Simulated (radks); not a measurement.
Q: These are the eigenvalues of the occupied orbitals of an atom or ion with whole-number occupations (hartree). All-electron calculation, Dirac Kohn-Sham, PBE, spin-unpolarised, spherical densities, point nucleus. Program: a radial shooting solver on a logarithmic mesh with Libxc functionals.

1s1/2: -2322.482
2s1/2: -396.1562
2p1/2: -378.1206
2p3/2: -337.0550
3s1/2: -90.83671
3p1/2: -82.86920
3p3/2: -74.11251
3d3/2: -60.60544
3d5/2: -58.69483
4s1/2: -19.12847
4p1/2: -15.88228
4p3/2: -13.87398
4d3/2: -8.53626
4d5/2: -8.16683
5s1/2: -3.19489
5p1/2: -2.25153
5p3/2: -1.96229
4f5/2: -1.59286
4f7/2: -1.53110
5d3/2: -0.75642
6s1/2: -0.70025

Which element is it, and in what charge state? The configuration may be excited. Open shells, if any, fill j = l - 1/2 first.

A: Z = 71, lutetium, charge +2: Lu2+ in [Xe] 4f12 5d2 6s1. The list shows which subshells hold electrons but not how many an open one holds; the 1s level, -2322.5 hartree, gives Z - s = 68.2 by -(Z - s)^2/2, which with screening and relativity narrows Z to a few neighbours, and the depths of the outer levels then fix element, charge and occupations together.
